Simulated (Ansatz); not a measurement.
```xyz
8

F    -1.070    1.651   -0.114
C     0.097    0.976   -0.030
Si    0.256   -0.459    0.989
Ga   -0.622   -1.506   -1.106
H     0.855    1.368   -0.701
H    -0.654   -0.650    2.137
H     1.652   -0.916    1.158
H    -0.514   -0.464   -2.333
```

Charge 0, multiplicity 1. The bonds changed during the relaxation, so this is another structure than the one it started from.

Task: List the ωB97M-V/def2-TZVPP orbital energies in eV (the Gaussian-basis code of Ansatz). (Estimate.)

Result: Ansatz gave: Occupied: -10153.28, -1807.37, -1256.79, -1110.95, -1110.91, -1110.85, -677.87, -283.53, -154.07, -148.50, -106.52, -106.41, -106.23, -102.65, -102.60, -102.58, -36.83, -25.60, -25.57, -25.41, -25.39, -25.33, -21.86, -18.18, -16.86, -15.73, -15.18, -13.78, -12.88, -12.06, -9.60, -7.41. Lowest empty: -0.23, -0.03, 1.65, 2.35, 2.78, 2.92, 3.72, 4.18.
